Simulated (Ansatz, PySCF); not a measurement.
Potential energy curve for ClMg (cation, charge +1), lowest singlet found (which spin is the ground state isn't settled by this scan).

- UHF/cc-pVDZ (Ansatz, a first-principles code)
- RHF/cc-pVDZ (Ansatz)
- UKS-CAM-B3LYP = unrestricted CAM-B3LYP/cc-pVDZ in Ansatz
- RKS-CAM-B3LYP = restricted CAM-B3LYP/cc-pVDZ in Ansatz
- UKS-PBE = Ansatz with unrestricted PBE/cc-pVDZ
- RKS-PBE = restricted PBE/cc-pVDZ in Ansatz
- UKS-B3LYP/6-31G* = unrestricted B3LYP/6-31G*, spherical d in PySCF
- RKS-B3LYP/6-31G* = restricted B3LYP/6-31G*, spherical d run with PySCF
- UKS-BP86/6-31G* = unrestricted BP86/6-31G*, spherical d in PySCF 2.14.0
- RKS-BP86/6-31G* = restricted BP86/6-31G*, spherical d (PySCF 2.14.0)
- UKS-LDA (SVWN5)/6-31G* = unrestricted LDA (SVWN5)/6-31G*, spherical d in PySCF
- RKS-LDA (SVWN5)/6-31G* = restricted LDA (SVWN5)/6-31G*, spherical d (PySCF)

Scanned distances (Å): 1.76, 1.91, 2.01, 2.09, 2.22, 2.32, 2.39, 2.47, 2.55, 2.60, 2.73, 2.91, 3.08, 3.29.

**Question.** Where does the unrestricted solution first break spin symmetry (<S²> of 0.01 or more)?

**Answer.** UHF: between 2.60 and 2.73 Å; UKS-CAM-B3LYP: between 2.73 and 2.91 Å; UKS-PBE: between 2.73 and 2.91 Å; UKS-B3LYP/6-31G*: between 2.73 and 2.91 Å; UKS-BP86/6-31G*: between 2.73 and 2.91 Å; UKS-LDA (SVWN5)/6-31G*: between 2.73 and 2.91 Å.

```csv
R / Å,<S²> UHF,E(RHF) − E(UHF) / kJ/mol,<S²> UKS-CAM-B3LYP,E(RKS-CAM-B3LYP) − E(UKS-CAM-B3LYP) / kJ/mol,<S²> UKS-PBE,E(RKS-PBE) − E(UKS-PBE) / kJ/mol,<S²> UKS-B3LYP/6-31G*,E(RKS-B3LYP/6-31G*) − E(UKS-B3LYP/6-31G*) / kJ/mol,<S²> UKS-BP86/6-31G*,E(RKS-BP86/6-31G*) − E(UKS-BP86/6-31G*) / kJ/mol,<S²> UKS-LDA (SVWN5)/6-31G*,E(RKS-LDA (SVWN5)/6-31G*) − E(UKS-LDA (SVWN5)/6-31G*) / kJ/mol
1.76,0.00,0.0,0.00,0.0,0.00,0.0,0.00,0.0,0.00,0.0,0.00,0.0
1.91,0.00,0.0,0.00,0.0,0.00,0.0,0.00,0.0,0.00,0.0,0.00,0.0
2.01,0.00,0.0,0.00,0.0,0.00,0.0,0.00,0.0,0.00,0.0,0.00,0.0
2.09,0.00,0.0,0.00,0.0,0.00,0.0,0.00,0.0,0.00,0.0,0.00,0.0
2.22,0.00,0.0,0.00,0.0,0.00,0.0,0.00,0.0,0.00,0.0,0.00,0.0
2.32,0.00,0.0,0.00,0.0,0.00,0.0,0.00,0.0,0.00,0.0,0.00,0.0
2.39,0.00,0.0,0.00,0.0,0.00,0.0,0.00,0.0,0.00,0.0,0.00,0.0
2.47,0.00,0.0,0.00,0.0,0.00,0.0,0.00,0.0,0.00,0.0,0.00,0.0
2.55,0.00,0.0,0.00,0.0,0.00,0.0,0.00,0.0,0.00,0.0,0.00,0.0
2.60,0.00,0.0,0.00,0.0,0.00,0.0,0.00,0.0,0.00,0.0,0.00,0.0
2.73,0.44,8.8,0.00,0.0,0.00,0.0,0.00,0.0,0.00,0.0,0.00,0.0
2.91,1.01,47.9,0.16,1.0,0.12,0.6,0.03,0.0,0.09,0.3,0.05,0.1
3.08,1.01,99.5,0.46,11.4,0.27,3.4,0.34,3.4,0.25,2.8,0.22,—
3.29,1.01,156.2,0.84,35.9,0.46,8.6,0.65,16.3,0.49,—,0.37,—
```

A dash means that the run gave no value there, or that the column was ended at a point which the program doubted or which failed a test of continuity chosen for this set; such a test can also cut sound points.
